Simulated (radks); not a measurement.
Excited configurations of N3+: one electron is placed in a higher orbital outside [He] 2s1. The ground configuration is [He] 2s2. All-electron calculation, non-relativistic Kohn-Sham, LDA (Slater exchange, Perdew-Wang correlation), spin-polarised, spherical densities, point nucleus; open shells are filled with parallel spins first. Program: a radial shooting solver on a logarithmic mesh with Libxc functionals. Excitation = E - E(ground); binding = E(ion) - E, where the ion is the core of charge +4; n* = 4/sqrt(2 binding) in atomic units, and the quantum defect is n - n*.

outer orbital  excitation (eV)  binding (eV)     n*  quantum defect  eigenvalue (eV)  <r> (bohr)
2p                       7.410        68.748  1.779           0.221          -58.478       1.029
3s                      45.336        30.822  2.658           0.342          -27.444       2.693
3d                      50.249        25.908  2.899           0.101          -21.923       2.414
4p                      60.706        15.452  3.753           0.247          -13.771       5.128
4d                      61.443        14.715  3.846           0.154          -12.922       4.900
6s                      69.144         7.014  5.571           0.429           -6.347       11.88
6d                      69.625         6.533  5.773           0.227           -5.871       12.03

The Delta-SCF ionisation energy is 76.158 eV (NIST Atomic Spectra Database: 77.474 eV, measured). Self-interaction in the functional shifts the binding energies and quantum defects, so they are the method's values and not measured ones.
